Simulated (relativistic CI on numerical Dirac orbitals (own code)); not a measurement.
Ti3+ in a cubic cluster: 3s photoemission with charge transfer

Computed with a charge-transfer multiplet model of a cubic metal-ligand cluster with up to 2 ligand holes, Slater and spin-orbit integrals from Dirac-Coulomb-Breit ions, Slater integrals scaled by 0.8. The parameters are those of a tetrahedral site (10Dq negative, t2 hopping the larger). The ground state mixes d1 with configurations of k ligand holes L, whose averages lie at kΔ + k(k − 1)U_dd/2; a core hole lowers each added d electron by U_cd. 300 K, Lorentzian 1.4 eV and Gaussian 0.8 eV FWHM.

Atomic integrals in eV (Slater integrals scaled, ζ unscaled), ground: F2dd 6.578, F4dd 4.090, zeta_d 0.017; with the core hole: F2dd 6.578, F4dd 4.090, zeta_d 0.022, G2cd 8.461. Where a configuration has fewer than two d electrons, the dd integrals are those of d2.

Cluster parameters (eV): Δ = 2.3, U_cd = 4.9, 10Dq = -0.15, 10Dq(ligand) = 0, V(eg) = 1, V(t2g) = -1.7, final-state hopping factor = 1.

| Case | n_d | d1 | d2L | d3L2 | S |
| --- | --- | --- | --- | --- | --- |
| U_dd = 2.1 eV | 1.75 | 0.39 | 0.48 | 0.13 | 0.50 |
| U_dd = 2.8 eV | 1.72 | 0.40 | 0.48 | 0.12 | 0.50 |
| U_dd = 4.2 eV | 1.67 | 0.42 | 0.48 | 0.10 | 0.50 |
| U_dd = 4.9 eV | 1.65 | 0.43 | 0.48 | 0.09 | 0.50 |
| U_dd = 5.6 eV | 1.63 | 0.44 | 0.48 | 0.08 | 0.50 |

Weights, n_d and S are thermal averages at 300 K. Binding energies count from the first peak over 30 % of the highest in each spectrum, which can be another peak from case to case. The parameters are a model scan and need not match a compound or its usual spin state. Peaks in eV (height, largest 100):
- U_dd = 2.1 eV: 0.0 (100), 3.5 (41), 6.3 (23), 9.3 (17), 12.5 (8)
- U_dd = 2.8 eV: 0.0 (100), 3.4 (40), 6.3 (22), 9.3 (16), 12.4 (7)
- U_dd = 4.2 eV: 0.0 (100), 3.4 (39), 6.5 (19), 9.5 (14), 12.5 (7)
- U_dd = 4.9 eV: 0.0 (100), 3.4 (38), 6.6 (18), 9.6 (13), 12.6 (6)
- U_dd = 5.6 eV: 0.0 (100), 3.4 (38), 6.6 (17), 9.6 (12), 12.6 (6)

For the case U_dd = 4.2 eV, Δ = 2.3 eV is smaller than U_dd = 4.2 eV, the charge-transfer side of the Zaanen-Sawatzky-Allen scheme. With the core hole the average of the configuration with one ligand hole lies at Δ − U_cd = -2.6 eV before mixing: the effective hopping of about 4.3 eV (from the holes of the mixed ground state) is comparable with this gap or larger, so the configurations mix strongly.

With at most 2 ligand holes the space is cut while the next configuration still counts, so covalency is underestimated, and a final configuration with one more ligand hole, which can lie low, is missing from the spectra.

Without intra-shell correlation the exchange splitting of the 3s hole comes out too large.
